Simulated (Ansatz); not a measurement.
This geometry of H5N2PSi (9 atoms, charge 0, multiplicity 1) is a first-order saddle point.

Theory: Ansatz, RKS PBE/def2-SVP.

```xyz
9
Properties=species:S:1:pos:R:3
N -1.064 1.319 -0.126
Si 0.424 0.485 0.227
N 0.809 -0.948 -0.710
P 0.638 -1.585 1.006
H -1.876 1.043 0.433
H -1.336 1.334 -1.115
H 1.545 1.429 0.521
H 1.709 -1.157 -1.156
H -0.759 -1.968 0.903
```

Q: Which two structures does it join? (They come from a converged band through this point; their orientation in space is the band's.)

A: No bond is made or broken. The dihedral H6–N1–Si2–P4 goes from 116 to -26°. The two ends are copies of one structure, up to a mirror image or an exchange of like atoms.

Image 0:

```xyz
9
Properties=species:S:1:pos:R:3
N -1.021 1.250 -0.319
Si 0.402 0.432 0.224
N 0.863 -0.948 -0.682
P 0.698 -1.656 0.998
H -1.804 0.697 -0.679
H -1.354 2.065 0.204
H 1.371 1.480 0.681
H 1.607 -1.237 -1.321
H -0.674 -2.130 0.877
```

Image 8:

```xyz
9
Properties=species:S:1:pos:R:3
N -1.023 1.252 -0.317
Si 0.399 0.429 0.222
N 0.851 -0.953 -0.691
P 0.698 -1.657 0.996
H -1.353 2.066 0.208
H -1.805 0.703 -0.683
H 1.374 1.473 0.677
H 1.618 -1.225 -1.310
H -0.672 -2.134 0.881
```

Q: How far does it lie above each of them?

A: 0.131 eV above the first and 0.131 eV above the second. This is the barrier of this one path; another mechanism may lie lower.

Time of the run: 3.4 min on 1 thread of Intel(R) Xeon(R) Platinum 8488C (Sapphire Rapids), with other jobs on the host, peak memory 0.14 GiB.
